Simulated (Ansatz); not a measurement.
The same path of FGeH₃ (5 atoms, charge 0, multiplicity 1) was run twice with different band settings. Lost on the way: Ge1–H2, Ge1–H3. Made: H2–H3.

Computed with RKS PBE0/def2-SVP (Ansatz 0.2.0).

Relaxed end points:

```xyz
5
Properties=species:S:1:pos:R:3
Ge 0.283 -0.049 0.200
H 0.245 0.015 1.734
H 1.716 0.015 -0.347
F -0.535 1.379 -0.379
H -0.494 -1.253 -0.350
```

```xyz
5
Properties=species:S:1:pos:R:3
Ge 0.120 -0.052 -0.888
H 1.001 -0.250 1.261
H 1.584 0.073 0.868
F -0.788 1.393 -0.449
H -0.703 -1.058 0.067
```

Common settings: movable images 7; climbing image yes; spring 5.0 eV/Å²; optimiser quadratic models (default); force threshold 0.03 eV/Å; iteration limit 60; end points relaxed.

| run | start path |
| --- | --- |
| 1 | through a guess of the saddle point |
| 2 | straight line |

(1) What does each run give, and how far can it be trusted?

Results:

(1) Run 1: converged after 11 iterations, highest image 2.580 eV above the first end. A vibrational analysis at the climbing image gives one clearly imaginary mode, 1201i cm⁻¹: a first-order saddle point.
Run 2: converged after 9 iterations, highest image 2.580 eV above the first end. Another band between the same ends (7 images) ends at a top of the same energy, where a vibrational analysis finds 1 clearly imaginary mode.
The orbitals stay closed-shell, which can raise the energy where a bond breaks towards radicals; this wasn't checked here.
